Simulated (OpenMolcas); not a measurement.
**OpenMolcas run: Zr2+**

Input:

```
&GATEWAY
Coord
1

Zr 0.0 0.0 0.0
Basis=ANO-RCC-VDZ
Group=XYZ
NoMove
AngMom=0.0 0.0 0.0
AMFI
&SEWARD
Relativistic=R04O02
* reference wave functions (RASSCF and RASSI steps not shown): 2 electrons in 5 orbitals (4d)
>>> COPY JOB001 $Project.JobIph
&CASPT2
Multistate=10 1 2 3 4 5 6 7 8 9 10
Frozen=9 9
IPEA=0.3
Shift=0.4
MaxIter=60
WThr=0.0 0.3 0.05
PrWF=0.5
NoMix
>>> COPY JOB002 $Project.JobIph
&CASPT2
Multistate=15 1 2 3 4 5 6 7 8 9 10 11 12 13 14 15
Frozen=9 9
IPEA=0.3
Shift=0.4
MaxIter=60
WThr=0.0 0.3 0.05
PrWF=0.5
NoMix
```

Launched by
```bash
OMP_NUM_THREADS=1 MOLCAS_MEM=2252 MOLCAS_PROJECT=a pymolcas a.inp > a.log  # once for each step of the input, in one work folder
```

Output, cut to the results:

```
--- CASPT2 ---
Orbital specifications:
      -----------------------

      Symmetry species                           1   2
                                                ag  au
      Frozen orbitals                            9   9
      Inactive orbitals                          0   0
      Active orbitals                            5   0
      Secondary orbitals                         7   6
      Deleted orbitals                           0   0
      Number of basis functions                 21  15
Type of calculation                        MS-CASPT2
      Fock operator                              state-specific
      IPEA shift                                 0.30
      Real shift                                 0.40
      Imaginary shift                            0.00
      The input orbitals will be transformed to quasi-canonical
Reference energy:       -3595.5707645060
      E2 (Non-variational):      -0.0012091329
      Shift correction:          -0.0002959015
      E2 (Variational):          -0.0015050344
      Total energy:           -3595.5722695403
      Residual norm:              0.0000002509
      Reference weight:           0.99926
      Contributions to the CASPT2 correlation energy
      Active & Virtual Only:         -0.0012091329
      One Inactive Excited:           0.0000000000
      Two Inactive Excited:           0.0000000000
Reference energy:       -3595.5707645060
      E2 (Non-variational):      -0.0011193987
      Shift correction:          -0.0002520926
      E2 (Variational):          -0.0013714913
      Total energy:           -3595.5721359973
      Residual norm:              0.0000003188
      Reference weight:           0.99937
      Contributions to the CASPT2 correlation energy
      Active & Virtual Only:         -0.0011193987
      One Inactive Excited:           0.0000000000
      Two Inactive Excited:           0.0000000000
::    CASPT2 Root  1     Total energy:  -3595.57226954
::    CASPT2 Root  2     Total energy:  -3595.57213600
::    CASPT2 Root  3     Total energy:  -3595.57217237
::    CASPT2 Root  4     Total energy:  -3595.57216086
::    CASPT2 Root  5     Total energy:  -3595.57217753
::    CASPT2 Root  6     Total energy:  -3595.57215944
::    CASPT2 Root  7     Total energy:  -3595.57218417
::    CASPT2 Root  8     Total energy:  -3595.52982179
::    CASPT2 Root  9     Total energy:  -3595.52982179
::    CASPT2 Root 10     Total energy:  -3595.52982179
::    MS-CASPT2 Root  1     Total energy:  -3595.57226959
::    MS-CASPT2 Root  2     Total energy:  -3595.57218419
::    MS-CASPT2 Root  3     Total energy:  -3595.57217768
::    MS-CASPT2 Root  4     Total energy:  -3595.57217238
::    MS-CASPT2 Root  5     Total energy:  -3595.57216088
::    MS-CASPT2 Root  6     Total energy:  -3595.57215929
::    MS-CASPT2 Root  7     Total energy:  -3595.57213591
::    MS-CASPT2 Root  8     Total energy:  -3595.52982179
::    MS-CASPT2 Root  9     Total energy:  -3595.52982179
::    MS-CASPT2 Root 10     Total energy:  -3595.52982179
--- CASPT2 ---
Orbital specifications:
      -----------------------

      Symmetry species                           1   2
                                                ag  au
      Frozen orbitals                            9   9
      Inactive orbitals                          0   0
      Active orbitals                            5   0
      Secondary orbitals                         7   6
      Deleted orbitals                           0   0
      Number of basis functions                 21  15
Type of calculation                        MS-CASPT2
      Fock operator                              state-specific
      IPEA shift                                 0.30
      Real shift                                 0.40
      Imaginary shift                            0.00
      The input orbitals will be transformed to quasi-canonical
Reference energy:       -3595.5334951071
      E2 (Non-variational):      -0.0047373701
      Shift correction:          -0.0021321547
      E2 (Variational):          -0.0068695248
      Total energy:           -3595.5403646319
      Residual norm:              0.0000007095
      Reference weight:           0.99470
      Contributions to the CASPT2 correlation energy
      Active & Virtual Only:         -0.0047373701
      One Inactive Excited:           0.0000000000
      Two Inactive Excited:           0.0000000000
Reference energy:       -3595.5334951071
      E2 (Non-variational):      -0.0047373751
      Shift correction:          -0.0021321617
      E2 (Variational):          -0.0068695367
      Total energy:           -3595.5403646438
      Residual norm:              0.0000007091
      Reference weight:           0.99470
      Contributions to the CASPT2 correlation energy
      Active & Virtual Only:         -0.0047373751
      One Inactive Excited:           0.0000000000
      Two Inactive Excited:           0.0000000000
::    CASPT2 Root  1     Total energy:  -3595.54036463
::    CASPT2 Root  2     Total energy:  -3595.54036464
::    CASPT2 Root  3     Total energy:  -3595.54036488
::    CASPT2 Root  4     Total energy:  -3595.54036475
::    CASPT2 Root  5     Total energy:  -3595.54036486
::    CASPT2 Root  6     Total energy:  -3595.51613627
::    CASPT2 Root  7     Total energy:  -3595.51620827
::    CASPT2 Root  8     Total energy:  -3595.51599555
::    CASPT2 Root  9     Total energy:  -3595.51619256
::    CASPT2 Root 10     Total energy:  -3595.51617003
::    CASPT2 Root 11     Total energy:  -3595.51610685
::    CASPT2 Root 12     Total energy:  -3595.51610305
::    CASPT2 Root 13     Total energy:  -3595.51615336
::    CASPT2 Root 14     Total energy:  -3595.51609495
::    CASPT2 Root 15     Total energy:  -3595.44533813
::    MS-CASPT2 Root  1     Total energy:  -3595.54036496
::    MS-CASPT2 Root  2     Total energy:  -3595.54036482
::    MS-CASPT2 Root  3     Total energy:  -3595.54036477
::    MS-CASPT2 Root  4     Total energy:  -3595.54036463
...
```

Levels above the lowest, from the spin-orbit matrix with the single-state CASPT2 energies, averaged by term, on its diagonal:

```json
{"Configuration": "4d²", "Term": "³F", "J": "2", "E (cm⁻¹)": "0.0", "Measured (cm⁻¹)": "0.0", "Term weight %": "99"}
{"Configuration": "4d²", "Term": "³F", "J": "3", "E (cm⁻¹)": "706", "Measured (cm⁻¹)": "681", "Term weight %": "100"}
{"Configuration": "4d²", "Term": "³F", "J": "4", "E (cm⁻¹)": "1556", "Measured (cm⁻¹)": "1486", "Term weight %": "100"}
{"Configuration": "4d²", "Term": "¹D", "J": "2", "E (cm⁻¹)": "7810", "Measured (cm⁻¹)": "5742", "Term weight %": "94"}
{"Configuration": "4d²", "Term": "³P", "J": "0", "E (cm⁻¹)": "9730", "Measured (cm⁻¹)": "8062", "Term weight %": "100"}
{"Configuration": "4d²", "Term": "³P", "J": "1", "E (cm⁻¹)": "10000", "Measured (cm⁻¹)": "8326", "Term weight %": "100"}
{"Configuration": "4d²", "Term": "³P", "J": "2", "E (cm⁻¹)": "10580", "Measured (cm⁻¹)": "8838", "Term weight %": "95"}
{"Configuration": "4d²", "Term": "¹G", "J": "4", "E (cm⁻¹)": "13240", "Measured (cm⁻¹)": "11049", "Term weight %": "100"}
{"Configuration": "4d²", "Term": "¹S", "J": "0", "E (cm⁻¹)": "28820", "Measured (cm⁻¹)": "23979", "Term weight %": "100"}
```

Against the 8 measured excited levels shown (Moore, Atomic Energy Levels, vol. II, NSRDS-NBS 35 (1971 reprint of NBS Circular 467, 1952); NIST levels as listed in Rynkun, Gaigalas and Jonsson, Astron. Astrophys. 637, A10 (2020)) the mean absolute deviation is 1800 cm-1; the largest miss in energy is 4d² ¹S₀: computed 28820, measured 23979 cm⁻¹ (+20.2 %), and the largest in proportion 4d² ¹D₂ (+36.1 %).

CASPT2 breaks the degeneracy within a term, and the mean is taken; among the terms shown or strongly mixed into the levels shown the widest spread is 47 cm-1 (4d² ¹G). Levels of configurations with an s electron are missing; early in the row they begin among the upper levels of the d shell and mix with terms of their name. Terms from blocks run as CI alone lack orbitals of their own. Some terms miss by over 15 % even with CASPT2, which points to a basis or an active space too small for the shells correlated. Computed and measured levels are paired by configuration, term and J; levels that our copy of the source lacks, or whose pairing is in doubt (as where it misses far off the trend of its configuration), stay unpaired and out of the deviations. Levels of configurations outside the active space are missing.

The term weight is that of the spin-free term in the level, not the purity of its configuration.
